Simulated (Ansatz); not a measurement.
Geometry optimisation of [FeH6]4- (FeH6⁴⁻).

```yaml
crystal:
  periodic: [false, false, false]
  atoms:
    - {symbol: Fe, position_ang: [0.129168, -0.103739, -0.106910]}
    - {symbol: H, position_ang: [-0.625789, -0.262336, 1.124691]}
    - {symbol: H, position_ang: [-0.313176, -0.392684, -1.492893]}
    - {symbol: H, position_ang: [1.451363, 0.543119, -0.288098]}
    - {symbol: H, position_ang: [-1.184569, 0.493640, -0.276828]}
    - {symbol: H, position_ang: [0.088445, 1.165302, 0.599974]}
    - {symbol: H, position_ang: [0.454558, -1.443312, 0.440074]}
basis:
  gaussian: {orbitals: def2-TZVPD}
total_charge: -4
magnetization: {spin_polarized: true, initial_magnetization: 4}
hamiltonian: {xc: pbe, dispersion: d4}
scf: {omitted_lower_state_checks: [starts]}
output: {orbitals: {seedname: orbitals}}
relax: {f_tol: 0.02, max_steps: 100}
```

```sh
$ ansatz run in.yaml --threads 4 --pin off --events-out ev --progress --plain --max-ram 3916MiB
```

Shortened log:

```
Functional definition: PBE
mean field -34452.55847327 eV, -1266.1081711097 hartree, gradient 2.0e-9 eV, S^2 6.108175; 0 other end points of the search recorded, 0 dependent functions left out
relax step   1: F+E_penalty+E_count = -34456.26648915 eV  Δ(F+E_penalty+E_count) = +0.000e0 eV  max|allowed force component| = 8.451e-1 eV/Å  Δτ_max = 0.0000 Å  (275 SCF iters, accepted)
mean field -34452.71844530 eV, -1266.1140499734 hartree, gradient 9.9e-6 eV, S^2 6.075680; 0 other end points of the search recorded, 0 dependent functions left out
relax step   2: F+E_penalty+E_count = -34456.39802839 eV  Δ(F+E_penalty+E_count) = -1.315e-1 eV  max|allowed force component| = 4.383e-1 eV/Å  Δτ_max = 0.0882 Å  (88 SCF iters, accepted)
mean field -34452.83409522 eV, -1266.1183000295 hartree, gradient 7.9e-9 eV, S^2 6.045515; 0 other end points of the search recorded, 0 dependent functions left out
relax step   3: F+E_penalty+E_count = -34456.44879377 eV  Δ(F+E_penalty+E_count) = -5.077e-2 eV  max|allowed force component| = 1.751e-1 eV/Å  Δτ_max = 0.1342 Å  (170 SCF iters, accepted)
mean field -34452.82367952 eV, -1266.1179172595 hartree, gradient 1.6e-8 eV, S^2 6.048231; 0 other end points of the search recorded, 0 dependent functions left out
relax step   4: F+E_penalty+E_count = -34456.45257987 eV  Δ(F+E_penalty+E_count) = -3.786e-3 eV  max|allowed force component| = 4.899e-2 eV/Å  Δτ_max = 0.0280 Å  (165 SCF iters, accepted)
mean field -34452.81464193 eV, -1266.1175851343 hartree, gradient 1.6e-8 eV, S^2 6.045888; 0 other end points of the search recorded, 0 dependent functions left out
relax step   5: F+E_penalty+E_count = -34456.45433444 eV  Δ(F+E_penalty+E_count) = -1.755e-3 eV  max|allowed force component| = 3.670e-2 eV/Å  Δτ_max = 0.0181 Å  (166 SCF iters, accepted)
mean field -34452.80599809 eV, -1266.1172674793 hartree, gradient 7.0e-6 eV, S^2 6.036557; 0 other end points of the search recorded, 0 dependent functions left out
relax step   6: F+E_penalty+E_count = -34456.45724742 eV  Δ(F+E_penalty+E_count) = -2.913e-3 eV  max|allowed force component| = 1.013e-1 eV/Å  Δτ_max = 0.0365 Å  (109 SCF iters, accepted)
mean field -34452.81163849 eV, -1266.1174747598 hartree, gradient 6.4e-7 eV, S^2 6.029817; 0 other end points of the search recorded, 0 dependent functions left out
relax step   7: F+E_penalty+E_count = -34456.46549803 eV  Δ(F+E_penalty+E_count) = -8.251e-3 eV  max|allowed force component| = 1.742e-1 eV/Å  Δτ_max = 0.0469 Å  (149 SCF iters, accepted)
mean field -34452.84631888 eV, -1266.1187492409 hartree, gradient 3.6e-6 eV, S^2 6.038508; 0 other end points of the search recorded, 0 dependent functions left out
relax step   8: F+E_penalty+E_count = -34456.48764342 eV  Δ(F+E_penalty+E_count) = -2.215e-2 eV  max|allowed force component| = 2.072e-1 eV/Å  Δτ_max = 0.0754 Å  (101 SCF iters, accepted)
mean field -34452.87798711 eV, -1266.1199130267 hartree, gradient 8.6e-6 eV, S^2 6.054334; 0 other end points of the search recorded, 0 dependent functions left out
relax step   9: F+E_penalty+E_count = -34456.52609998 eV  Δ(F+E_penalty+E_count) = -3.846e-2 eV  max|allowed force component| = 2.439e-1 eV/Å  Δτ_max = 0.0546 Å  (99 SCF iters, accepted)
a density is far from that of the atoms, so the factors are made again for it
mean field -34452.94789686 eV, -1266.1224821627 hartree, gradient 2.1e-6 eV, S^2 6.049995; 0 other end points of the search recorded, 0 dependent functions left out
relax step  10: F+E_penalty+E_count = -34456.59251073 eV  Δ(F+E_penalty+E_count) = -6.641e-2 eV  max|allowed force component| = 4.576e-1 eV/Å  Δτ_max = 0.0763 Å  (229 SCF iters, accepted)
a density is far from that of the atoms, so the factors are made again for it
mean field -34453.25890715 eV, -1266.1339115803 hartree, gradient 6.6e-6 eV, S^2 6.030466; 0 other end points of the search recorded, 0 dependent functions left out
relax step  11: F+E_penalty+E_count = -34456.79129187 eV  Δ(F+E_penalty+E_count) = -1.988e-1 eV  max|allowed force component| = 5.306e-1 eV/Å  Δτ_max = 0.1453 Å  (170 SCF iters, accepted)
a density is far from that of the atoms, so the factors are made again for it
mean field -34453.50564494 eV, -1266.1429790268 hartree, gradient 8.1e-6 eV, S^2 6.027835; 0 other end points of the search recorded, 0 dependent functions left out
relax step  12: F+E_penalty+E_count = -34456.87668296 eV  Δ(F+E_penalty+E_count) = -8.539e-2 eV  max|allowed force component| = 1.235e0 eV/Å  Δτ_max = 0.1952 Å  (145 SCF iters, accepted)
a density is far from that of the atoms, so the factors are made again for it
mean field -34453.42141716 eV, -1266.1398837128 hartree, gradient 1.3e-5 eV, S^2 6.023876; 0 other end points of the search recorded, 0 dependent functions left out
relax step  13: F+E_penalty+E_count = -34456.92036873 eV  Δ(F+E_penalty+E_count) = -4.369e-2 eV  max|allowed force component| = 4.734e-1 eV/Å  Δτ_max = 0.0898 Å  (134 SCF iters, accepted)
a density is far from that of the atoms, so the factors are made again for it
mean field -34453.55634977 eV, -1266.1448423947 hartree, gradient 7.9e-6 eV, S^2 6.023187; 0 other end points of the search recorded, 0 dependent functions left out
relax step  14: F+E_penalty+E_count = -34456.99197547 eV  Δ(F+E_penalty+E_count) = -7.161e-2 eV  max|allowed force component| = 4.975e-1 eV/Å  Δτ_max = 0.2000 Å  (136 SCF iters, accepted)
a density is far from that of the atoms, so the factors are made again for it
mean field -34453.64812514 eV, -1266.1482150775 hartree, gradient 3.1e-7 eV, S^2 6.022123; 0 other end points of the search recorded, 0 dependent functions left out
relax step  15: F+E_penalty+E_count = -34457.05136908 eV  Δ(F+E_penalty+E_count) = -5.939e-2 eV  max|allowed force component| = 3.742e-1 eV/Å  Δτ_max = 0.1931 Å  (173 SCF iters, accepted)
a density is far from that of the atoms, so the factors are made again for it
mean field -34453.57996168 eV, -1266.1457101166 hartree, gradient 8.8e-8 eV, S^2 6.021585; 0 other end points of the search recorded, 0 dependent functions left out
relax step  16: F+E_penalty+E_count = -34457.08732770 eV  Δ(F+E_penalty+E_count) = -3.596e-2 eV  max|allowed force component| = 1.836e-1 eV/Å  Δτ_max = 0.2000 Å  (176 SCF iters, accepted)
a density is far from that of the atoms, so the factors are made again for it
mean field -34453.54186903 eV, -1266.1443102374 hartree, gradient 4.8e-8 eV, S^2 6.020687; 0 other end points of the search recorded, 0 dependent functions left out
relax step  17: F+E_penalty+E_count = -34457.09840985 eV  Δ(F+E_penalty+E_count) = -1.108e-2 eV  max|allowed force component| = 8.935e-2 eV/Å  Δτ_max = 0.0779 Å  (179 SCF iters, accepted)
a density is far from that of the atoms, so the factors are made again for it
mean field -34453.54072736 eV, -1266.1442682817 hartree, gradient 4.2e-8 eV, S^2 6.020371; 0 other end points of the search recorded, 0 dependent functions left out
relax step  18: F+E_penalty+E_count = -34457.10109081 eV  Δ(F+E_penalty+E_count) = -2.681e-3 eV  max|allowed force component| = 4.021e-2 eV/Å  Δτ_max = 0.0230 Å  (171 SCF iters, accepted)
a density is far from that of the atoms, so the factors are made again for it
mean field -34453.52922699 eV, -1266.1438456509 hartree, gradient 9.9e-8 eV, S^2 6.020343; 0 other end points of the search recorded, 0 dependent functions left out
relax step  19: F+E_penalty+E_count = -34457.10107223 eV  Δ(F+E_penalty+E_count) = +1.858e-5 eV  max|allowed force component| = 3.343e-2 eV/Å  Δτ_max = 0.0347 Å  (167 SCF iters, rejected (line search))
a density is far from that of the atoms, so the factors are made again for it
mean field -34453.53171746 eV, -1266.1439371742 hartree, gradient 1.2e-7 eV, S^2 6.020386; 0 other end points of the search recorded, 0 dependent functions left out
relax step  20: F+E_penalty+E_count = -34457.10189740 eV  Δ(F+E_penalty+E_count) = -8.066e-4 eV  max|allowed force component| = 2.266e-2 eV/Å  Δτ_max = 0.0172 Å  (165 SCF iters, accepted)
a density is far from that of the atoms, so the factors are made again for it
mean field -34453.53192689 eV, -1266.1439448707 hartree, gradient 5.1e-8 eV, S^2 6.020335; 0 other end points of the search recorded, 0 dependent functions left out
relax step  21: F+E_penalty+E_count = -34457.10200443 eV  Δ(F+E_penalty+E_count) = -1.070e-4 eV  max|allowed force component| = 1.678e-2 eV/Å  Δτ_max = 0.0048 Å  (170 SCF iters, accepted)
a density is far from that of the atoms, so the factors are made again for it
mean field -34453.53192689 eV, -1266.1439448707 hartree, gradient 5.1e-8 eV, S^2 6.020335; 0 other end points of the search recorded, 0 dependent functions left out
Total energy: -34457.10203438 eV, -1266.2751439010 hartree
Atom 0 at     0.060799     0.064584     0.009783 Å, force     0.003601     0.005985     0.000799 eV/Å
Atom 1 at    -0.718620     0.031634     1.259990 Å, force     0.008523     0.000827    -0.015643 eV/Å
Atom 2 at     0.270967    -0.508713    -1.331330 Å, force    -0.003716     0.005100     0.016780 eV/Å
Atom 3 at     1.186340     0.786121    -0.640323 Å, force     0.000209     0.000917     0.003933 eV/Å
Atom 4 at    -1.262066    -0.159152    -0.451104 Å, force    -0.007001    -0.002960    -0.000151 eV/Å
Atom 5 at     0.593283     1.109088     0.923863 Å, force     0.000604     0.000021    -0.003655 eV/Å
Atom 6 at    -0.130703    -1.323571     0.229132 Å, force    -0.002220    -0.009890    -0.002062 eV/Å
Dipole moment:     0.160172     0.171187     0.025393 e Å
Checks for a lower state left out: starts
```

It took 2.7 min on 4 threads of Arm Neoverse V2 on a shared host.

A multiply charged anion in the gas phase is held together partly by the finite basis. The highest occupied level of the charge -4 quintet lies above zero (up to 11.98 eV). It is a level of α spin, whose loss leaves a quartet; that state wasn't run at this geometry and level. The electron is either unbound and held by the finite basis, or the level is raised by self-interaction error. At PBE-D4/def2-TZVPD a singlet of charge -4 lies 0.29 eV below the quintet, each at its own geometry. That singlet is doubtful there (restricted singlet, unstable towards broken spin symmetry).
